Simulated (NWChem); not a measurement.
System meant: MoHSO2Cl; SMILES [Cl][Mo](=[S])([OH])=[O]

Here is an NWChem input.

```
start job
memory heap 200 mb stack 900 mb global 1100 mb
geometry units angstroms noautoz
  Mo    -0.187232     0.104385    -0.018339
  O     -1.031477     0.202119     1.408992
  S      1.303113     1.595139    -0.000515
  Cl     0.788372    -1.934425    -0.146121
  O     -1.320151     0.398325    -1.455870
  H     -2.285541     0.394348    -1.408980
end
basis spherical
  * library def2-svp
end
dft
  xc pbe0
  iterations 150
  mulliken
end
task dft energy
```

End of the output:

```
             Northwest Computational Chemistry Package (NWChem) 7.3.0
             --------------------------------------------------------

 C1  symmetry detected

                             Geometry "geometry" -> ""
                             -------------------------

 Output coordinates in angstroms (scale by  1.889725989 to convert to a.u.)

  No.       Tag          Charge          X              Y              Z
 ---- ---------------- ---------- -------------- -------------- --------------
    1 Mo                  42.0000    -0.23745757     0.08524379     0.06337154
    2 O                    8.0000    -0.90045664     0.23903307     1.57874490
    3 S                   16.0000     1.26227265     1.55169783    -0.14666473
    4 Cl                  17.0000     0.69009500    -1.97189960    -0.11741821
    5 O                    8.0000    -1.53318034     0.35440787    -1.23472504
    6 H                    1.0000    -2.48566376     0.36736115    -1.07101830

 Effective nuclear repulsion energy (a.u.)     696.0783930190

                                 NWChem DFT Module
                                 -----------------

 Summary of "ao basis" -> "ao basis" (spherical)
 ------------------------------------------------------------------------------
       Tag                 Description            Shells   Functions and Types
 ---------------- ------------------------------  ------  ---------------------
 Mo                         def2-svp                11       31   5s3p2d1f
 O                          def2-svp                 6       14   3s2p1d
 S                          def2-svp                 8       18   4s3p1d
 Cl                         def2-svp                 8       18   4s3p1d
 H                          def2-svp                 3        5   2s1p

            General Information
            -------------------
          SCF calculation type: DFT
          Wavefunction type:  closed shell.
          No. of atoms     :     6
          No. of electrons :    92
           Alpha electrons :    46
            Beta electrons :    46
          Charge           :     0
          Spin multiplicity:     1
          Use of symmetry is: off; symmetry adaption is: off
          Maximum number of iterations: 150
          AO basis - number of functions:   100
                     number of shells:    42
          Convergence on energy requested:  1.00D-06
          Convergence on density requested:  1.00D-05
          Convergence on gradient requested:  5.00D-04

              XC Information
              --------------
                         PBE0 Method XC Functional
                     Hartree-Fock (Exact) Exchange  0.250
          PerdewBurkeErnzerhof Exchange Functional  0.750
            Perdew 1991 LDA Correlation Functional  1.000 local
           PerdewBurkeErnz. Correlation Functional  1.000 non-local

             Grid Information
             ----------------
          Grid used for XC integration:  medium
          Radial quadrature: Mura-Knowles
          Angular quadrature: Lebedev.
          Tag              B.-S. Rad. Rad. Pts. Rad. Cut. Ang. Pts.
          ---              ---------- --------- --------- ---------
          Mo                  1.45      123           9.0       590
          O                   0.60       49           9.0       434
          S                   1.00       88          11.0       590
          Cl                  1.00       88          11.0       590
          H                   0.35       45          11.0       434
          Grid pruning is: on
          Number of quadrature shells:   442
          Spatial weights used:  Erf1

      Superposition of Atomic Density Guess
      -------------------------------------

 Sum of atomic energies:       -1790.87926161

      Non-variational initial energy
      ------------------------------

 Total energy =   -1799.123900
 1-e energy   =   -3819.764349
 2-e energy   =    1324.562056
 HOMO         =      -1.342757
 LUMO         =      -1.205234

     ---------------------------------------------
      Total Density - Mulliken Population Analysis
     ---------------------------------------------

    Atom       Charge   Shell Charges
 -----------   ------   -------------------------------------------------------
    1 Mo  42    49.09   2.00  2.02  2.04  2.48 -0.43  6.06  8.62 -0.29 10.42  1.93 14.24
    2 O    8     9.59   1.99  1.26  0.65  4.17  1.38  0.13
    3 S   16    12.02   2.00  1.99  0.86  0.26  5.92  1.08 -0.35  0.26
    4 Cl  17    12.10   2.00  1.99  0.87  0.85  5.91  0.55 -0.14  0.07
    5 O    8     9.00   1.99  1.10  0.55  3.53  1.75  0.08
    6 H    1     0.19   0.24 -0.05  0.00

   convergence    iter        energy       DeltaE   RMS-Dens  Diis-err
 ---------------- ----- ----------------- --------- --------- ---------
 d= 0,ls=0.0,diis     1  -1833.1194013334 -2.53D+03  5.47D-01  5.03D+01
 d= 0,ls=0.0,diis     2  -1769.3616601913  6.38D+01  2.16D-01  2.63D+02
 d= 0,ls=0.0,diis     3  -1839.8241828378 -7.05D+01  1.57D-01  2.03D+01
 d= 0,ls=0.0,diis     4  -1839.4229880110  4.01D-01  1.38D-01  1.96D+01
 d= 0,ls=0.0,diis     5  -1842.3081122229 -2.89D+00  6.45D-02  2.18D+00
  Resetting Diis
 d= 0,ls=0.0,diis     6  -1842.3170218684 -8.91D-03  4.70D-02  2.41D+00
 d= 0,ls=0.0,diis     7  -1842.6135861767 -2.97D-01  6.11D-02  2.06D-01
 d= 0,ls=0.0,diis     8  -1842.2482451798  3.65D-01  4.67D-02  2.43D+00
 d= 0,ls=0.0,diis     9  -1842.6394747537 -3.91D-01  5.75D-03  8.72D-02
 d= 0,ls=0.0,diis    10  -1842.6463640502 -6.89D-03  2.32D-03  2.07D-02
 d= 0,ls=0.0,diis    11  -1842.6486074709 -2.24D-03  5.52D-04  5.02D-04
 d= 0,ls=0.0,diis    12  -1842.6486560370 -4.86D-05  2.32D-04  9.82D-05
 d= 0,ls=0.0,diis    13  -1842.6486673299 -1.13D-05  8.02D-05  9.13D-06
 d= 0,ls=0.0,diis    14  -1842.6486686173 -1.29D-06  2.23D-05  3.85D-07
 d= 0,ls=0.0,diis    15  -1842.6486686898 -7.25D-08  6.67D-06  1.87D-08

         Total DFT energy =    -1842.648668689817
      One electron energy =    -4051.333324995004
           Coulomb energy =     1613.730863133795
    Exchange-Corr. energy =     -101.124599847582
 Nuclear repulsion energy =      696.078393018974

 Numeric. integr. density =       92.000005010096

                       DFT Final Molecular Orbital Analysis
                       ------------------------------------

 Vector   44  Occ=2.000000D+00  E=-3.953198D-01
              MO Center=  2.4D-01, -1.9D-01,  1.4D-01, r^2= 5.2D+00
   Bfn.  Coefficient  Atom+Function         Bfn.  Coefficient  Atom+Function
  ----- ------------  ---------------      ----- ------------  ---------------
     3      0.984225  1 Mo s                  2     -0.726483  1 Mo s
    76      0.265888  4 Cl pz                74      0.253072  4 Cl px
    37      0.222324  2 O  pz                87     -0.220590  5 O  pz
    57      0.217575  3 S  py                73      0.210877  4 Cl pz
    40      0.208357  2 O  pz                36      0.206793  2 O  py

[...]
```

Q: What is wrong, and how is it mended?

A: The run ends normally but its numbers are meaningless: the def2 basis of a heavy element holds valence functions alone and wants its effective core potential (without it all electrons must fit into that basis). This input runs:
```
start job
memory heap 200 mb stack 900 mb global 1100 mb
geometry units angstroms noautoz
  Mo    -0.187232     0.104385    -0.018339
  O     -1.031477     0.202119     1.408992
  S      1.303113     1.595139    -0.000515
  Cl     0.788372    -1.934425    -0.146121
  O     -1.320151     0.398325    -1.455870
  H     -2.285541     0.394348    -1.408980
end
basis spherical
  * library def2-svp
end
ecp
  Mo library def2-ecp
end
dft
  xc pbe0
  iterations 150
  mulliken
end
task dft energy
```
It converges to -1076.96407 Ha (PBE0/def2-SVP with def2 effective core potentials on Mo). The faulty run gave -1842.649 Ha, with all electrons squeezed into the valence basis.
